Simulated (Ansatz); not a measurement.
H3SeSn, SMILES `[SeH][SnH2]` radical. The species carries charge 0 and has multiplicity 2. Sn: def2 effective core potential.

(1) List the harmonic frequencies (cm⁻¹, unscaled) at PBE0-D4/def2-TZVP in Ansatz. (An estimate is asked.)

(2) Is this a minimum?

(3) Give the ideal-gas thermochemistry at 298.15 K and 1 bar (rigid rotor, harmonic oscillator; point group C1, symmetry number 1).

(4) Rotational constants (cm⁻¹)?

Answers

(1) Computed: 190, 239, 418, 502, 635, 678, 1822, 1872, 2445.

(2) Yes, all 9 modes are real.

(3) Zero-point energy 52.6 kJ/mol; H(298) − E = 67.4 kJ/mol; entropy 312.0 J/(mol·K), of which translation 175.0, rotation 104.9, vibration 26.4, electronic 5.8; G(298) − E = -25.6 kJ/mol.

(4) 2.202, 0.05356, 0.0528.
